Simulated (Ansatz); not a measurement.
Total energies of `[CH3][GaH-]([CH3])[NH3+]`.

```xyz
14

C    -1.7298    0.8542   -0.1094
Ga   -0.3427   -0.5694   -0.2444
C     0.5413   -1.1762    1.4345
N     1.2801    0.6112   -1.0797
H    -1.9673    1.2975   -1.0806
H    -2.6606    0.4381    0.2866
H    -1.4260    1.6579    0.5683
H    -0.4581   -1.6100   -1.4431
H    -0.1332   -1.8216    2.0045
H     1.4485   -1.7559    1.2413
H     0.8043   -0.3362    2.0848
H     2.1015    0.0343   -1.2196
H     1.0103    0.9979   -1.9767
H     1.5318    1.3781   -0.4666
```

Charge 0, multiplicity 1. Correlated methods include outer-core shells of Ga, which these sets cover unevenly. Scalar relativity is left out up to krypton. The geometry is a stationary point of PBE0-D4/def2-TZVP. It is one conformer, not always the lowest. Basis def2-TZVPP, the Gaussian-basis code of Ansatz.

RPA on PBE orbitals: Hartree–Fock energy of these orbitals -2059.27091 Eh, correlation -1.39752 Eh (frozen core).

| functional | energy without D4 (Eh) | D4 term (kJ/mol) |
| --- | --- | --- |
| LDA (SPW92) | -2057.62376 | – |
| revPBE | -2061.72674 | -71.8 |
| B97M-V | -2061.53952 | – |
| PBE0 | -2061.49118 | -21.1 |
| r2SCANh | -2061.80397 | -6.8 |
| HSE06 (plane-wave form) | -2061.48166 | -19.7 |
| CAM-B3LYP | -2061.95817 | -21.5 |
| ωB97X-V | -2061.69752 | – |
| ωB97M-V | -2061.72105 | – |
| PBE-QIDH | -2061.14277 | – |

(1) Give the same for PBE, BLYP, r2SCAN, B3LYP, r2SCAN0, BHLYP, LC-ωPBE, B2PLYP. (Best estimate.)

B3LYP takes the VWN-RPA correlation (the form of Gaussian; ORCA's B3LYP/G). HSE06 is the plane-wave form, built on full-range PBE exchange. The double hybrids freeze the cores in their second-order part.

## Answers

(1) Computed: 
```
functional  energy without D4 (Eh)  D4 term (kJ/mol)
       PBE             -2061.42502             -24.8
      BLYP             -2061.89925             -53.2
    r2SCAN             -2061.81983              -6.4
     B3LYP             -2061.97801             -39.5
   r2SCAN0             -2061.78153              -7.4
     BHLYP             -2061.79803             -30.9
   LC-ωPBE             -2061.59387                 –
    B2PLYP             -2061.42116                 –
```

LC-ωPBE has ω = 0.4 bohr⁻¹.
